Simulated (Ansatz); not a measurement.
Born–Oppenheimer molecular dynamics of AlCl₂F (4 atoms, charge 0, multiplicity 1). It goes on from the last frame of an earlier run, with new velocities.

Computed with RKS PBE-D4/def2-SVP (Ansatz).

```
ensemble        : NVT, Nosé–Hoover chain
time step       : 2 fs
steps asked     : 250
set temperature : 1000 K
thermostat      : time constant 100 fs, chain length 1
seed            : 950158
```

First frame:

```xyz
4
Properties=species:S:1:pos:R:3
Al -0.004 0.022 -0.033
F -0.002 -0.012 1.646
Cl 1.849 -0.007 -1.071
Cl -1.844 -0.003 -1.068
```

**Question.** How far do the bonds stretch over the last three quarters of this one trajectory? (Pairs bonded in most of those frames.)

**Answer.** 
```csv
bond,mean (Å),spread (Å),shortest,longest
Al1–F2,1.670,0.021,1.63,1.72
Al1–Cl3,2.114,0.065,1.99,2.23
Al1–Cl4,2.113,0.068,1.96,2.26
```

Mean temperature of the second half: 1325 K. The conserved energy stayed within 0.63 meV per atom of its start (net change 0.2 meV per atom), so the integration is sound. The mean temperature of the second half is 33 % above the set value. A run of 0.5 ps of so small a system gives no equilibrium averages.

Time of the run: 5.1 min on 1 thread of Arm Neoverse V2, with other jobs on the host, peak memory 0.12 GiB.
